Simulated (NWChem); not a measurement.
System: GeH$_{2}$, singlet; SMILES [GeH2]

NWChem input:

```
start job
memory heap 200 mb stack 900 mb global 1100 mb
geometry units angstroms noautosym nocenter noautoz
  Ge     0.000000     0.000000     0.036309
  H      0.000000    -1.136429    -1.086225
  H      0.000000     1.136429    -1.086225
end
basis spherical
  Ge library 6-311g**
  H library 6-311g**
end
dft
  xc b3lyp
  iterations 150
end
property
  shielding 2 1 2
  efieldgrad
end
task dft property
```

Excerpt of the output:

```
             Northwest Computational Chemistry Package (NWChem) 7.3.0
             --------------------------------------------------------

                             Geometry "geometry" -> ""
                             -------------------------

 Output coordinates in angstroms (scale by  1.889725989 to convert to a.u.)

  No.       Tag          Charge          X              Y              Z
 ---- ---------------- ---------- -------------- -------------- --------------
    1 Ge                  32.0000     0.00000000     0.00000000     0.03630900
    2 H                    1.0000     0.00000000    -1.13642900    -1.08622500
    3 H                    1.0000     0.00000000     1.13642900    -1.08622500

 Effective nuclear repulsion energy (a.u.)      21.4349208978

                              NWChem Property Module
                              ----------------------

  itol2e modified to match energy
  convergence criterion.

                                 NWChem DFT Module
                                 -----------------

 Summary of "ao basis" -> "ao basis" (spherical)
 ------------------------------------------------------------------------------
       Tag                 Description            Shells   Functions and Types
 ---------------- ------------------------------  ------  ---------------------
 Ge                         6-311g**                18       44   8s7p3d
 H                          6-311g**                 4        6   3s1p

  itol2e modified to match energy
  convergence criterion.

            General Information
            -------------------
          SCF calculation type: DFT
          Wavefunction type:  closed shell.
          No. of atoms     :     3
          No. of electrons :    34
           Alpha electrons :    17
            Beta electrons :    17
          Charge           :     0
          Spin multiplicity:     1
          Use of symmetry is: off; symmetry adaption is: off
          Maximum number of iterations: 150
          AO basis - number of functions:    56
                     number of shells:    26
          Convergence on energy requested:  1.00D-07
          Convergence on density requested:  1.00D-05
          Convergence on gradient requested:  5.00D-04

              XC Information
              --------------
                         B3LYP Method XC Potential
                     Hartree-Fock (Exact) Exchange  0.200
                        Slater Exchange Functional  0.800 local
                    Becke 1988 Exchange Functional  0.720 non-local
              Lee-Yang-Parr Correlation Functional  0.810
                  VWN I RPA Correlation Functional  0.190 local

             Grid Information
             ----------------
          Grid used for XC integration:  fine
          Radial quadrature: Mura-Knowles
          Angular quadrature: Lebedev.
          Tag              B.-S. Rad. Rad. Pts. Rad. Cut. Ang. Pts.
          ---              ---------- --------- --------- ---------
          Ge                  1.25      140           8.0       974
          H                   0.35       60           8.0       590
          Grid pruning is: on
          Number of quadrature shells:   260
          Spatial weights used:  Erf1

      Superposition of Atomic Density Guess
      -------------------------------------

 Sum of atomic energies:       -2076.26351058

      Non-variational initial energy
      ------------------------------

 Total energy =   -2076.227357
 1-e energy   =   -2938.327812
 2-e energy   =     840.665534
 HOMO         =      -0.237836
 LUMO         =      -0.089996

   convergence    iter        energy       DeltaE   RMS-Dens  Diis-err
 ---------------- ----- ----------------- --------- --------- ---------
 d= 0,ls=0.0,diis     1  -2078.1386258746 -2.10D+03  9.04D-03  2.98D+00
 d= 0,ls=0.0,diis     2  -2078.1568759038 -1.83D-02  3.88D-03  4.18D-02
 d= 0,ls=0.0,diis     3  -2078.1583864683 -1.51D-03  1.11D-03  2.67D-02
 d= 0,ls=0.0,diis     4  -2078.1594744746 -1.09D-03  3.45D-04  4.76D-04
 d= 0,ls=0.0,diis     5  -2078.1595053102 -3.08D-05  5.99D-05  1.06D-05
  Resetting Diis
 d= 0,ls=0.0,diis     6  -2078.1595068017 -1.49D-06  1.01D-05  3.40D-07
 d= 0,ls=0.0,diis     7  -2078.1595068758 -7.41D-08  2.96D-07  4.70D-10

         Total DFT energy =    -2078.159506875763
      One electron energy =    -2938.108964170191
           Coulomb energy =      918.286716622929
    Exchange-Corr. energy =      -79.772180226255
 Nuclear repulsion energy =       21.434920897754

 Numeric. integr. density =       34.000000029482

                       DFT Final Molecular Orbital Analysis
                       ------------------------------------

 Vector   15  Occ=2.000000D+00  E=-5.218111D-01
              MO Center= -1.6D-09, -5.7D-09, -4.2D-01, r^2= 1.6D+00
   Bfn.  Coefficient  Atom+Function         Bfn.  Coefficient  Atom+Function
  ----- ------------  ---------------      ----- ------------  ---------------
     7      0.663644  1 Ge s                  6     -0.338896  1 Ge s
     8      0.221888  1 Ge s                  5     -0.206561  1 Ge s
     4      0.137432  1 Ge s                 46      0.128718  2 H  s
    52      0.128718  3 H  s                 45      0.088075  2 H  s
    51      0.088075  3 H  s                  3      0.087006  1 Ge s

 Vector   16  Occ=2.000000D+00  E=-3.170675D-01
              MO Center=  6.6D-10, -7.5D-09, -7.0D-01, r^2= 2.3D+00
   Bfn.  Coefficient  Atom+Function         Bfn.  Coefficient  Atom+Function
  ----- ------------  ---------------      ----- ------------  ---------------
    46     -0.232557  2 H  s                 52      0.232557  3 H  s
    22      0.220878  1 Ge py                25      0.220051  1 Ge py
    47     -0.182692  2 H  s                 53      0.182692  3 H  s
    16     -0.163692  1 Ge py                45     -0.138217  2 H  s
    51      0.138217  3 H  s                 28      0.093487  1 Ge py

 Vector   17  Occ=2.000000D+00  E=-2.487912D-01
              MO Center=  6.4D-09,  2.0D-08,  8.2D-02, r^2= 2.6D+00
   Bfn.  Coefficient  Atom+Function         Bfn.  Coefficient  Atom+Function
  ----- ------------  ---------------      ----- ------------  ---------------
     8      0.383526  1 Ge s                  7      0.362433  1 Ge s
    26      0.262126  1 Ge pz                23      0.237988  1 Ge pz
    29      0.189331  1 Ge pz                 6     -0.184883  1 Ge s
    17     -0.176147  1 Ge pz                46     -0.169816  2 H  s
    52     -0.169816  3 H  s                 47     -0.150314  2 H  s

 Vector   18  Occ=0.000000D+00  E=-1.231406D-01
              MO Center= -3.5D-09,  1.1D-09,  5.3D-03, r^2= 2.9D+00
   Bfn.  Coefficient  Atom+Function         Bfn.  Coefficient  Atom+Function
  ----- ------------  ---------------      ----- ------------  ---------------
    27      0.453136  1 Ge px                24      0.399409  1 Ge px
    21      0.295987  1 Ge px                15     -0.217726  1 Ge px
    12      0.084169  1 Ge px                18     -0.054180  1 Ge px

 Vector   19  Occ=0.000000D+00  E= 2.491638D-02
              MO Center=  9.7D-10, -9.2D-09,  2.1D-01, r^2= 4.8D+00
   Bfn.  Coefficient  Atom+Function         Bfn.  Coefficient  Atom+Function
  ----- ------------  ---------------      ----- ------------  ---------------
    28      1.155074  1 Ge py                47      0.953008  2 H  s
    53     -0.953008  3 H  s                 25      0.304447  1 Ge py
    22      0.165491  1 Ge py                46      0.134054  2 H  s
    52     -0.134054  3 H  s                 16     -0.120308  1 Ge py
    31     -0.093355  1 Ge d -1              45      0.090035  2 H  s

 Vector   20  Occ=0.000000D+00  E= 4.711077D-02
              MO Center= -4.3D-09, -3.2D-08,  9.2D-02, r^2= 5.7D+00
   Bfn.  Coefficient  Atom+Function         Bfn.  Coefficient  Atom+Function
  ----- ------------  ---------------      ----- ------------  ---------------
    47     -1.377569  2 H  s                 53     -1.377569  3 H  s
     8      1.350649  1 Ge s                 29     -1.246520  1 Ge pz
     7      0.464601  1 Ge s                 26     -0.292102  1 Ge pz
     6     -0.204901  1 Ge s                  5     -0.112707  1 Ge s
    23     -0.113099  1 Ge pz                17      0.089090  1 Ge pz

     Multipole analysis of the density
     ---------------------------------

     L   x y z        total         alpha         beta         nuclear
     -   - - -        -----         -----         ----         -------
     0   0 0 0     -0.000000    -17.000000    -17.000000     34.000000

     1   1 0 0     -0.000000     -0.000000     -0.000000      0.000000
     1   0 1 0     -0.000000     -0.000000     -0.000000      0.000000
     1   0 0 1      0.100661      1.005173      1.005173     -1.909685

     2   2 0 0    -12.022657     -6.011329     -6.011329      0.000000
     2   1 1 0     -0.000000     -0.000000     -0.000000      0.000000
     2   1 0 1     -0.000000     -0.000000     -0.000000      0.000000
     2   0 2 0    -15.481048    -12.352449    -12.352449      9.223851
     2   0 1 1      0.000000      0.000000      0.000000      0.000000
     2   0 0 2    -16.782880    -12.680211    -12.680211      8.577541

          -----------------------
          Electric field gradient
          -----------------------

 1 a.u. = 0.324123 10**(16) esu/cm**3  ( or statvolts/cm**2 ) = 0.97174 10**(22) v/m**2

 ------------------------------------------------------------
   Atom      X         Y         Z
 ------------------------------------------------------------
    1 Ge   0.00000   0.00000   0.06861
 ------------------------------------------------------------

 Electric field gradient in molecular frame (a.u.)
         XX             YY             ZZ             XY             XZ             YZ
 ------------------------------------------------------------------------------------------
       -5.915610       1.980997       3.934612       0.000000      -0.000000       0.000000

 Principal components (a.u.) and orientation
 of principal axis w.r.t. absolute frame                      Asymmetry parameter eta
 --------------------------------------------------------------------------------------
       -5.915610       3.934612       1.980997                       0.330247

        1.000000      -0.000000       0.000000
       -0.000000       0.000000       1.000000
        0.000000       1.000000      -0.000000

 ------------------------------------------------------------
   Atom      X         Y         Z
 ------------------------------------------------------------
    2 H    0.00000  -2.14754  -2.05267
 ------------------------------------------------------------

 Electric field gradient in molecular frame (a.u.)
         XX             YY             ZZ             XY             XZ             YZ
 ------------------------------------------------------------------------------------------
        0.045431      -0.028156      -0.017275      -0.000000      -0.000000      -0.092218

 Principal components (a.u.) and orientation
 of principal axis w.r.t. absolute frame                      Asymmetry parameter eta
 --------------------------------------------------------------------------------------
       -0.115093       0.069663       0.045431                       0.210542

        0.000000       0.000000       1.000000
        0.727631      -0.685969      -0.000000
        0.685969       0.727631      -0.000000

 ------------------------------------------------------------
   Atom      X         Y         Z
 ------------------------------------------------------------
    3 H    0.00000   2.14754  -2.05267
 ------------------------------------------------------------

 Electric field gradient in molecular frame (a.u.)
         XX             YY             ZZ             XY             XZ             YZ
 ------------------------------------------------------------------------------------------
        0.045431      -0.028156      -0.017275       0.000000       0.000000       0.092218

 Principal components (a.u.) and orientation
 of principal axis w.r.t. absolute frame                      Asymmetry parameter eta
 --------------------------------------------------------------------------------------
       -0.115093       0.069663       0.045431                       0.210542

        0.000000       0.000000       1.000000
        0.727631       0.685969      -0.000000
       -0.685969       0.727631      -0.000000

          -----------------------------------------
          Chemical Shielding Tensors (GIAO, in ppm)
          -----------------------------------------

                                NWChem CPHF Module
                                ------------------

  scftype          =     RHF
  nclosed          =       17
  nopen            =        0
  variables        =      663
  # of vectors     =        3
  tolerance        = 0.10D-03
  level shift      = 0.00D+00
  max iterations   =       50
  max subspace     =       30

 SCF residual:    3.2480033890481737E-005

Iterative solution of linear equations
  No. of variables      663
  No. of equations        3
  Maximum subspace       30
        Iterations       50
       Convergence  1.0D-04

   iter   nsub   residual    time
   ----  ------  --------  ---------
     1      3    1.49D+00       8.3
     2      6    5.39D-02       9.6
     3      9    1.70D-03      11.4
     4     12    4.39D-05      13.3

      Atom:    1  Ge
        Diamagnetic
   2754.8054     -0.0000     -0.0000
     -0.0000   2753.3880     -0.0000
     -0.0000     -0.0000   2751.9209

        Paramagnetic
   -903.0397      0.0000     -0.0000
      0.0000  -6171.6324     -0.0000
     -0.0000     -0.0000  -2780.6670

        Total Shielding Tensor
   1851.7656      0.0000     -0.0000
      0.0000  -3418.2444     -0.0000
     -0.0000     -0.0000    -28.7461

           isotropic =    -531.7416
          anisotropy =   -4329.7541

          Principal Components and Axis System
                 1           2           3
            -3418.2444   1851.7656    -28.7461

      1        -0.0000      1.0000      0.0000
      2         1.0000      0.0000     -0.0000
      3         0.0000     -0.0000      1.0000

      Atom:    2  H
        Diamagnetic
     22.2102     -0.0000     -0.0000
     -0.0000     31.4466      9.6090
     -0.0000      9.6090     30.0637

        Paramagnetic
      1.8796     -0.0000     -0.0000
     -0.0000    -24.8516     -8.5744
     -0.0000     -8.5744     -7.6869

        Total Shielding Tensor
     24.0899     -0.0000     -0.0000
     -0.0000      6.5950      1.0345
     -0.0000      1.0345     22.3768

           isotropic =      17.6872
          anisotropy =       9.6039

          Principal Components and Axis System
                 1           2           3
               24.0899     22.4444      6.5275

      1         1.0000      0.0000      0.0000
      2        -0.0000      0.0651      0.9979
      3        -0.0000      0.9979     -0.0651
```

Level: B3LYP/6-311G** (spherical d), GIAO. Low-valent species are run as closed-shell singlets; no triplet was tried in these runs. All runs use the structure optimised with PBE0/def2-SVP. B3LYP is NWChem's, with the RPA form of VWN correlation. NWChem prints the field gradient with the sign opposite to the second derivative of the potential. The printed shielding anisotropy is the first printed principal value minus the mean of the other two.
